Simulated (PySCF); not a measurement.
**[Zr(Cl)(CH3)3] (charge 0, multiplicity 1)**

Method: TPSSh-D3(BJ)/def2-TZVP // BP86-D3(BJ)/def2-SVP (PySCF).

```
Quantity                                                Result
-------------------------------------  -----------------------
HOMO                                                  -7.11 eV
dipole moment                                           1.72 D
HOMO–LUMO gap                                          5.14 eV
LUMO                                                  -1.96 eV
charge on the central atom (Mulliken)                   1.39 e
total energy                                      -627.1614 Ha
cost                                   roughly 10 core-minutes
```

```xyz
14

Zr    -0.0561    -0.0006     0.0131
Cl    -2.3864    -0.0095     0.4506
C      0.6263    -1.8778    -0.9371
H      1.7312    -1.8386    -1.0872
H      0.1553    -2.0348    -1.9344
H      0.4013    -2.7726    -0.3131
C      0.5373     1.6415    -1.3450
H      1.6338     1.5871    -1.5428
H      0.3226     2.6426    -0.9056
H      0.0133     1.5850    -2.3265
C      1.1426     0.2404     1.8562
H      0.8368     1.1344     2.4461
H      2.2192     0.3617     1.5905
H      1.0570    -0.6485     2.5227
```
